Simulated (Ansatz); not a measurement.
Consider the atomization: `C=C[CH2][SnH]([CH3])[O]C` → 5 C• + 12 H• + O• + Sn•.

Program: Ansatz. Geometries: PBE0-D4/def2-TZVP. ΔE: electronic, gas phase. CBS: MP2 limit from def2 TZ/QZ plus the TZ coupled-cluster correction, frozen cores. This one scheme is used for every species, atoms too. DFT in def2-TZVPP. Open shells (•) are unrestricted, without spin–orbit coupling. Spin–orbit coupling would lower the free atoms: a little for C, O; strongly for Sn. def2 core potentials past Kr. Bonds to Sn are less sure, by a few kJ/mol each and by 10 to 20 or more in all where they break to atoms, as the def2 sets lack core-valence functions. One conformer a species, not always the lowest.

`C=C[CH2][SnH]([CH3])[O]C`:

Cartesian coordinates in Å:
```
C 0.998 -0.123 2.450
C 0.595 0.917 1.727
C 0.989 1.200 0.328
Sn -0.538 0.500 -1.038
C -2.519 0.749 -0.312
O -0.341 -1.463 -1.117
C 0.851 -2.027 -1.584
H 1.695 -0.855 2.053
H 0.641 -0.280 3.460
H -0.113 1.613 2.174
H 1.128 2.268 0.145
H 1.908 0.681 0.048
H -0.265 1.081 -2.635
H -2.578 0.342 0.697
H -3.210 0.208 -0.958
H -2.797 1.804 -0.294
H 0.739 -3.116 -1.607
H 1.711 -1.800 -0.935
H 1.107 -1.699 -2.603
```

CCSD(T)/CBS gives +1714.9 kcal/mol.

Question: Another level gave +1710.8 kcal/mol. Which?
A. ωB97M-V/def2-TZVPP
B. PBE0-D4/def2-TZVPP
C. LDA (SPW92)/def2-TZVPP
D. PBE0/def2-TZVPP

Answer: A. ωB97M-V 1710.8, PBE0-D4 1713.4, LDA (SPW92) 1946.3, PBE0 1704.5 kcal/mol.

Largest T1 diagnostic among the species: 0.012.

From r2SCAN to r2SCAN0 (25 % exact exchange), in def2-TZVPP and without D4, ΔE moves by −22.5 kcal/mol: exact exchange takes away binding that semilocal exchange gives to molecules. The D4 term adds +16.4 kcal/mol with B3LYP and +8.9 kcal/mol with PBE0; it sums over pairs of atoms, weighted by their polarisabilities, and B3LYP, whose exchange is more repulsive, gets the larger term.

B3LYP here is the variant with VWN-RPA as its local correlation; programs differ in this.

For atomizations the MP2-based limit and the directly extrapolated one differ by several kJ/mol either way, and by 10 to 25 for some Ge, Se and Sn compounds, so smaller differences from it don't rank the levels.
